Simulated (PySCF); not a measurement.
Ge(F)2(Br)(NH2) (BrF2GeH2N), SMILES [NH2][Ge]([Br])([F])[F].

Geometry optimised at B3LYP-D3(BJ)/def2-SVP. This is a generated structure with no PubChem entry under its InChIKey; it may be hypothetical. Other conformers were not sampled.

The numbers are results of ωB97X/def2-TZVP (PySCF), not measurements.

Gas-phase values at a fixed geometry.

Computed frontier levels, gap, dipole moment and polarisability:
The highest occupied level is -11.06 eV and the lowest empty level is 0.78 eV. The orbital gap is 11.84 eV, the dipole moment comes out as 3.33 D and the quadrupole, principal values (traceless, Buckingham form, about the centre of nuclear charge) comes out as -6.67, -2.23, 8.91 D·Å. The mean static polarisability comes out as 52.3 bohr³ (7.75 Å³) and the polarisability, principal values comes out as 43.9, 46.4, 66.6 bohr³.
